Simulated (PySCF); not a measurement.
Si(Cl)(H)(SMe)2 (C2H7ClS2Si), SMILES CS[SiH](Cl)SC.

Geometry optimised at PBE-D3(BJ)/def2-SVP. One conformer was computed; it need not be the lowest.

Method: TDA-PBE/def2-SVPD (PySCF).

Vertical excitations. 

Computed excitation energies, oscillator strengths and character:
```csv
state,energy (eV),λ (nm),f,main pairs
S1,4.84,256,0.003,HOMO→LUMO 99 %
S2,5.00,248,0.013,HOMO−1→LUMO 95 %
S3,5.24,236,0.004,HOMO→LUMO+1 94 %
S4,5.37,231,0.001,"HOMO−1→LUMO+1 61 %, HOMO→LUMO+2 26 %"
S5,5.45,228,0.031,"HOMO→LUMO+2 69 %, HOMO−1→LUMO+1 23 %"
S6,5.50,226,0.017,HOMO−1→LUMO+2 86 %
T1,4.65,267,0,HOMO→LUMO 94 %
T2,4.69,265,0,HOMO−1→LUMO 95 %
```
Triplets are in the Tamm–Dancoff approximation.
